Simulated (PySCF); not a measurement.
# Computed records: CH5BGeO, BGeH6NSi, BGeH5OSi, C2H7BGe and others

Computed with PySCF 2.14.0. Calculation on a computer-drawn molecule: optimised geometry and harmonic frequencies of an isolated molecule of the commonest isotopes, restricted reference for singlets and unrestricted otherwise, frozen core in MP2; on germanium a core potential holds 10 electrons, which the energies leave out, and 3d is frozen in MP2 and coupled-cluster steps.

Common to all runs: charge 0; multiplicity 1; basis and core potential on germanium cc-pVDZ-PP ECP10MDF.

(1) CH5BGeO

Start structure:
```xyz
9
CH5BGeO
B      1.5162     0.8157     2.8359
O      0.7519     0.7952     1.7560
Ge    -0.6953     0.8151     0.7327
C     -1.5468    -0.6767     0.4091
H      1.1094     1.2496     3.8636
H      2.6495     0.3901     2.7332
H     -0.1755     1.9545    -0.2544
H     -1.7008    -1.3280     1.3358
H     -2.4765    -0.5826    -0.0648
```

Settings of this run: method HF and basis cc-pVDZ.

Results for CH5BGeO: rotational constants 12.03, 3.497, 2.715 GHz; total energy -433.6897 hartree; convergence status largest gradient component 3.824e-06 hartree/bohr.

Drawn bonds:
```
atom  other atom  order
   1           2      1
   2           3      1
   3           4      2
   1           5      1
   1           6      1
   3           7      1
   4           8      1
   4           9      1
```

Optimised structure:
```xyz
9
CH5BGeO
B      1.4003     0.6725     2.7171
O      1.0646     1.1462     1.4996
Ge    -0.3813     0.8349     0.5079
C     -1.5632    -0.4067     0.8500
H      0.6587    -0.0555     3.3291
H      2.4613     1.0016     3.1772
H     -0.3077     1.8236    -0.6277
H     -1.4918    -1.0592     1.7084
H     -2.4088    -0.5244     0.1854
```

Modes:
```
frequency (cm⁻¹)  reduced mass (dalton)
           29.91                  2.097
             167                  2.643
           253.7                   1.33
           277.1                  2.913
           327.4                  1.412
           628.6                  1.087
           637.8                  5.761
           739.1                  1.146
           774.2                  1.112
             880                  1.226
           929.9                  3.677
            1084                  1.423
            1141                  1.369
            1274                  1.686
            1417                  2.268
            1477                   1.18
            2344                  1.021
            2645                  1.051
            2718                  1.126
            3319                  1.053
            3435                  1.118
```

(2) BGeH6NSi

Start structure:
```xyz
10
BGeH6NSi
B     -2.2692    -2.5815    -0.6562
Si    -1.5869    -2.1548     1.1927
N     -0.5487    -0.8590     1.0933
Ge     0.9954    -0.4972     0.5326
H     -1.6100    -2.4207    -1.6107
H     -3.3516    -3.0326    -0.8504
H     -2.5418    -1.7614     2.1740
H     -0.9178    -3.3803     1.6366
H      2.1250    -1.1921    -0.2918
H      1.5689     0.9213     0.7623
```

Here we set method HF and basis cc-pV(D+d)Z.

Results for BGeH6NSi: rotational constants 13.39, 1.338, 1.282 GHz; total energy -664.8657 hartree; convergence status largest gradient component 2.787e-05 hartree/bohr.

Drawn bonds:
```
atom  other atom  order
   1           2      1
   2           3      1
   3           4      2
   1           5      1
   1           6      1
   2           7      1
   2           8      1
   4           9      1
   4          10      1
```

Optimised structure:
```xyz
10
BGeH6NSi
B     -2.5647    -2.6111    -0.6875
Si    -1.4294    -2.1030     0.9259
N     -0.4834    -0.6884     0.6830
Ge     1.1562    -0.3817     0.6958
H     -2.4094    -2.1349    -1.7800
H     -3.4215    -3.4489    -0.5754
H     -2.3268    -1.8956     2.0956
H     -0.6080    -3.3165     1.2471
H      2.2694    -1.3990     0.9487
H      1.6809     1.0208     0.4292
```

Modes:
```
frequency (cm⁻¹)  reduced mass (dalton)
           58.56                   2.32
           88.18                  1.283
           129.3                  3.029
           192.3                  1.779
           297.2                  1.602
           449.6                  1.237
           549.2                  2.596
           633.6                  1.257
           639.5                  1.296
           686.8                  2.388
           703.1                  1.642
           814.5                  1.223
           951.7                  1.147
           964.1                  1.091
           986.6                  1.339
            1022                  1.055
            1209                  8.949
            1264                  1.191
            2194                   1.04
            2233                  1.023
            2259                  1.037
            2284                  1.018
            2657                  1.055
            2730                  1.123
```

(3) BGeH5OSi

Start structure:
```xyz
9
BGeH5OSi
B     -1.1571    -2.7032     0.8402
Si    -0.1431    -1.0912     0.6140
O      1.3184    -0.8687     0.7440
Ge    -1.5646     0.7761     0.2425
H     -1.4559    -3.4070    -0.1278
H     -1.5533    -3.0648     1.8622
H     -3.0353     0.5606     0.5175
H     -1.2829     1.9889     0.9433
H     -1.6086     1.1924    -1.2580
```

It was run with method HF and basis cc-pV(D+d)Z.

It finds rotational constants 6.156, 1.76, 1.409 GHz; total energy -684.7275 hartree; convergence status largest gradient component 1.223e-05 hartree/bohr.

Drawn bonds:
```
atom  other atom  order
   1           2      1
   2           3      2
   2           4      1
   1           5      1
   1           6      1
   4           7      1
   4           8      1
   4           9      1
```

Optimised structure:
```xyz
9
BGeH5OSi
B     -1.1673    -2.7986     0.9098
Si    -0.2227    -1.0394     0.5390
O      1.2777    -0.9088     0.4965
Ge    -1.6344     0.8863     0.1587
H     -1.4730    -3.5306     0.0125
H     -1.4518    -3.1172     2.0287
H     -3.1138     0.4887     0.2555
H     -1.3359     1.9524     1.2133
H     -1.3612     1.4503    -1.2360
```

Modes:
```
frequency (cm⁻¹)  reduced mass (dalton)
           29.83                  1.072
           119.1                  3.502
           166.3                  1.077
           197.9                  7.581
           226.4                  3.039
           352.2                  8.617
           468.7                  1.085
           501.6                  1.214
           641.2                  1.406
             661                  4.503
           876.1                  1.051
           944.3                  1.378
           958.5                  1.034
           961.5                  1.019
            1242                   1.19
            1299                  11.43
            2206                  1.021
            2232                  1.024
            2237                  1.014
            2690                  1.053
            2777                  1.125
```

(4) C2H7BGe

Start structure:
```xyz
11
C2H7BGe
C     -0.9999     0.2265     2.8393
B     -1.1030    -0.4584     1.5947
Ge    -1.1803    -1.4043    -0.0827
C     -0.5433    -3.2653    -0.0677
H     -0.8083     1.2088     2.9867
H     -1.1660    -0.2474     3.8257
H     -0.3368    -0.7103    -1.1187
H     -2.5879    -1.4646    -0.7528
H     -0.5930    -3.7676    -1.0153
H      0.4839    -3.3868     0.3702
H     -1.1468    -3.8965     0.6943
```

Settings of this run: method HF and basis cc-pVDZ.

It finds rotational constants 10.67, 2.328, 2.008 GHz; total energy -397.8142 hartree; convergence status largest gradient component 2.427e-05 hartree/bohr.

Drawn bonds:
```
atom  other atom  order
   1           2      2
   2           3      1
   3           4      1
   1           5      1
   1           6      1
   3           7      1
   3           8      1
   4           9      1
   4          10      1
   4          11      1
```

Optimised structure:
```xyz
11
C2H7BGe
C     -1.0305     0.2068     2.8668
B     -1.0978    -0.4782     1.6628
Ge    -1.2109    -1.4757    -0.1379
C     -0.4824    -3.2952    -0.0443
H     -0.1663     0.8029     3.1451
H     -1.8385     0.1823     3.5920
H     -0.4407    -0.6534    -1.1797
H     -2.6875    -1.5204    -0.5536
H     -0.5665    -3.7847    -1.0163
H      0.5695    -3.2666     0.2446
H     -1.0298    -3.8837     0.6940
```

Modes:
```
frequency (cm⁻¹)  reduced mass (dalton)
           30.52                  1.027
             117                  3.081
           143.4                   1.07
           216.3                  1.717
           319.3                  4.758
           427.9                  1.155
           432.2                  6.759
           616.9                  1.245
           617.2                  3.132
           751.3                    1.1
           760.8                  1.612
           842.3                   1.31
           914.9                  1.181
             938                   1.21
           952.1                  1.035
            1379                  1.219
            1388                  1.185
            1559                  1.052
            1560                  1.052
            1677                  5.012
            2202                  1.023
            2214                  1.016
            3183                  1.033
            3277                  1.104
            3278                  1.104
            3287                  1.063
            3365                  1.108
```

(5) CH3BGe

Start structure:
```xyz
6
CH3BGe
C     -1.4165     0.0249    -1.4643
B     -0.4630     0.6896    -0.8330
Ge     0.9478     1.6258     0.2497
H     -1.8857     0.2815    -2.4160
H     -1.9644    -0.8545    -1.0355
H      1.1231     2.6977    -0.9614
```

It was run with method HF and basis cc-pVDZ.

Results for CH3BGe: rotational constants 120.3, 2.972, 2.901 GHz; total energy -357.5871 hartree; convergence status largest gradient component 1.298e-05 hartree/bohr.

Drawn bonds:
```
atom  other atom  order
   1           2      2
   2           3      1
   1           4      1
   1           5      1
   3           6      1
```

Optimised structure:
```xyz
6
CH3BGe
C     -1.4969    -0.0074    -1.4713
B     -0.4842     0.6993    -0.8182
Ge     0.9962     1.6588     0.2352
H     -1.8713     0.2805    -2.4487
H     -1.9605    -0.8843    -1.0290
H      1.1580     2.7180    -0.9286
```

Modes:
```
frequency (cm⁻¹)  reduced mass (dalton)
           179.5                   5.14
           195.7                  2.123
             414                  6.739
           488.1                  1.015
           564.3                  1.098
           796.6                  1.659
           894.8                  1.324
            1380                  1.286
            1634                  3.746
            2013                  1.021
            3292                  1.062
            3375                  1.109
```

(6) CH3BGe

Start structure:
```xyz
6
CH3BGe
C     -1.4969    -0.0074    -1.4713
B     -0.4842     0.6993    -0.8182
Ge     0.9962     1.6588     0.2352
H     -1.8713     0.2805    -2.4487
H     -1.9605    -0.8843    -1.0290
H      1.1580     2.7180    -0.9286
```

Settings of this run: method MP2 and basis cc-pVDZ.

The calculation gives: rotational constants 118.1, 2.982, 2.908 GHz; total energy -357.8709 hartree; convergence status largest gradient component 2.388e-05 hartree/bohr.

Drawn bonds:
```
atom  other atom  order
   1           2      2
   2           3      1
   1           4      1
   1           5      1
   3           6      1
```

Optimised structure:
```xyz
6
CH3BGe
C     -1.4808     0.0104    -1.4697
B     -0.4520     0.7108    -0.7828
Ge     1.0120     1.6548     0.2655
H     -1.8452     0.3182    -2.4581
H     -1.9574    -0.8776    -1.0328
H      1.0646     2.6484    -0.9827
```

Modes:
```
frequency (cm⁻¹)  reduced mass (dalton)
           147.2                  5.245
           153.8                  1.912
           396.1                  2.169
           448.5                  1.656
           530.3                  1.013
           712.8                  1.832
           752.4                  1.323
            1277                  1.264
            1496                  3.993
            1950                   1.02
            3178                  1.061
            3275                  1.109
```

(7) CH6GeSi

Start structure:
```xyz
9
CH6GeSi
C     -1.6931    -1.1398    -0.5681
Si    -0.2387    -1.6691     0.1806
Ge     1.7320    -0.3923     0.0415
H     -2.6872    -1.7437    -0.4671
H     -1.8279    -0.2207    -1.1558
H     -0.0664    -2.8584     1.0247
H      2.9239    -0.9815     0.7936
H      1.6238     1.0336     0.5943
H      2.1573    -0.2041    -1.4182
```

Settings of this run: method HF and basis cc-pV(D+d)Z.

It finds rotational constants 19.47, 2.177, 2.006 GHz; total energy -623.6117 hartree; convergence status largest gradient component 1.973e-05 hartree/bohr.

Drawn bonds:
```
atom  other atom  order
   1           2      2
   2           3      1
   1           4      1
   1           5      1
   2           6      1
   3           7      1
   3           8      1
   3           9      1
```

Optimised structure:
```xyz
9
CH6GeSi
C     -1.6125    -1.3292    -0.7101
Si    -0.3167    -1.4543     0.3797
Ge     1.7605    -0.3211     0.0404
H     -2.5568    -1.8418    -0.5601
H     -1.5510    -0.7268    -1.6099
H     -0.4394    -2.2849     1.5942
H      2.9115    -1.3277    -0.0501
H      2.0472     0.6333     1.2036
H      1.6809     0.4766    -1.2622
```

Modes:
```
frequency (cm⁻¹)  reduced mass (dalton)
           83.72                  1.198
           158.5                  2.985
             313                  1.187
           361.1                  6.992
           505.1                    1.1
           533.1                  1.149
           698.2                  1.154
           746.9                  1.043
           869.2                  1.094
           872.1                  1.203
             936                  1.178
           959.4                  1.019
           969.3                  1.023
            1049                  3.937
            1504                  1.219
            2216                  1.024
            2225                  1.022
            2236                  1.014
            2337                  1.042
            3294                  1.057
            3385                  1.113
```

(8) C2H7BGe

Start structure:
```xyz
11
C2H7BGe
C     -1.8739     0.8135     1.1778
B     -1.9241     0.5040    -0.3041
C     -1.8679     0.0269    -1.6836
Ge    -0.7136    -1.4974    -2.1835
H     -1.4900     1.8075     1.3937
H     -2.8829     0.7026     1.6395
H     -1.2165     0.1028     1.7346
H     -2.3354     0.4240    -2.4462
H     -1.5921    -2.5003    -2.8929
H      0.0534    -2.0626    -1.0841
H      0.3064    -0.9462    -3.2187
```

It was run with method HF and basis cc-pVDZ.

The calculation gives: rotational constants 17.19, 1.758, 1.644 GHz; total energy -397.8324 hartree; convergence status largest gradient component 3.523e-05 hartree/bohr.

Drawn bonds:
```
atom  other atom  order
   1           2      1
   2           3      2
   3           4      1
   1           5      1
   1           6      1
   1           7      1
   3           8      1
   4           9      1
   4          10      1
   4          11      1
```

Optimised structure:
```xyz
11
C2H7BGe
C     -1.8734     0.7813     1.1707
B     -1.8873     0.4299    -0.3328
C     -1.8452     0.0523    -1.6610
Ge    -0.7280    -1.4307    -2.2057
H     -1.4934     1.7880     1.3542
H     -2.8606     0.6780     1.6250
H     -1.2017     0.0757     1.6724
H     -2.4168     0.5514    -2.4366
H     -1.5581    -2.5538    -2.8456
H     -0.0022    -2.0065    -0.9790
H      0.3300    -0.9908    -3.2290
```

Modes:
```
frequency (cm⁻¹)  reduced mass (dalton)
           62.32                  1.063
           91.38                  3.627
           133.9                  1.153
           341.3                  2.302
           377.4                   2.92
           506.3                  1.186
           558.1                  1.631
           661.3                  1.875
             695                  1.301
           828.8                  1.965
           941.1                  1.206
           944.7                  1.482
           958.7                  1.029
           976.7                  1.049
           981.4                  1.431
            1066                  1.442
            1427                  1.271
            1536                  1.042
            1555                  1.052
            1746                  9.164
            2185                  1.023
            2189                  1.023
            2218                  1.012
            3173                   1.04
            3247                  1.094
            3271                  1.103
            3332                   1.09
```

(9) CH6BGeN

Start structure:
```xyz
10
CH6BGeN
C     -0.5310     1.5370     0.1395
B     -1.4338     0.4550     0.9478
N     -0.8910    -0.7835     1.3058
Ge    -0.0416    -2.1842     1.3645
H     -0.2885     2.3149     0.6798
H     -1.1219     1.7686    -0.7488
H      0.3978     0.9932    -0.2177
H     -2.4579     0.7888     1.4333
H      0.7542    -2.5369     2.6171
H     -0.3542    -3.2973     0.5503
```

Here we set method HF and basis cc-pVDZ.

It finds rotational constants 26.23, 1.744, 1.688 GHz; total energy -413.8486 hartree; convergence status largest gradient component 2.247e-05 hartree/bohr.

Drawn bonds:
```
atom  other atom  order
   1           2      1
   2           3      1
   3           4      2
   1           5      1
   1           6      1
   1           7      1
   2           8      1
   4           9      1
   4          10      1
```

Optimised structure:
```xyz
10
CH6BGeN
C     -0.5459     1.5568     0.0932
B     -1.2920     0.4512     0.9593
N     -0.7622    -0.8061     1.2062
Ge    -0.1485    -2.3108     1.4880
H     -0.4132     2.4703     0.6849
H     -1.1678     1.8396    -0.7645
H      0.4311     1.2376    -0.2774
H     -2.3776     0.7187     1.4280
H      0.7268    -2.6170     2.6903
H     -0.4185    -3.4848     0.5636
```

Modes:
```
frequency (cm⁻¹)  reduced mass (dalton)
           52.89                  2.524
           110.6                   4.89
           120.2                  1.237
           308.9                  1.133
           389.8                  3.393
           597.2                  1.173
             664                  2.326
           668.4                  1.146
           733.7                  1.102
           911.4                  1.807
           951.7                  1.034
            1029                  1.714
            1052                  2.182
            1218                  1.416
            1427                   1.33
            1542                  1.311
            1563                  1.051
            1595                  3.439
            2277                  1.026
            2296                  1.015
            2600                   1.09
            3151                  1.039
            3207                  1.097
            3243                  1.101
```

(10) CH7BGeO

Start structure:
```xyz
11
CH7BGeO
C     -1.0509    -2.1073    -0.6550
B     -0.5805    -0.5984    -0.8204
O     -0.5008     0.2928     0.0729
Ge    -0.5888     0.5632     1.7895
H     -1.2510    -2.3490     0.3494
H     -0.3425    -2.7685    -1.0349
H     -1.9634    -2.3615    -1.2420
H     -0.3927    -0.1798    -2.0360
H      0.7632     1.0359     2.2422
H     -1.5669     1.7147     1.9009
H     -1.0496    -0.6354     2.5886
```

Here we set method HF and basis cc-pVDZ.

Results for CH7BGeO: rotational constants 12.14, 2.302, 2.008 GHz; total energy -434.9341 hartree; convergence status largest gradient component 5.305e-06 hartree/bohr.

Drawn bonds:
```
atom  other atom  order
   1           2      1
   2           3      1
   3           4      1
   1           5      1
   1           6      1
   1           7      1
   2           8      1
   4           9      1
   4          10      1
   4          11      1
```

Optimised structure:
```xyz
11
CH7BGeO
C     -0.7870    -2.0589    -0.5564
B     -0.8584    -0.5219    -0.9387
O     -0.8325     0.4969    -0.0549
Ge    -0.7189     0.5473     1.7337
H     -0.7119    -2.2767     0.5129
H      0.0717    -2.5203    -1.0579
H     -1.6728    -2.5737    -0.9463
H     -0.9428    -0.2165    -2.1057
H      0.5911    -0.1111     2.1623
H     -0.7414     2.0290     2.0823
H     -1.9209    -0.1874     2.3240
```

Modes:
```
frequency (cm⁻¹)  reduced mass (dalton)
           76.91                  1.076
           99.36                  1.051
           129.9                  4.121
           191.6                  2.427
           452.2                  2.358
           604.4                  5.697
           687.9                  1.125
           703.1                  1.102
           708.9                  1.191
           839.8                  1.862
           948.9                  1.053
           954.8                  1.023
           956.2                  1.024
            1058                  1.799
            1069                  2.169
            1217                  1.357
            1399                  2.192
            1462                  1.802
            1557                   1.05
            1566                  1.129
            2247                  1.024
            2256                   1.02
            2281                  1.015
            2641                  1.091
            3154                  1.039
            3215                  1.097
            3232                  1.102
```
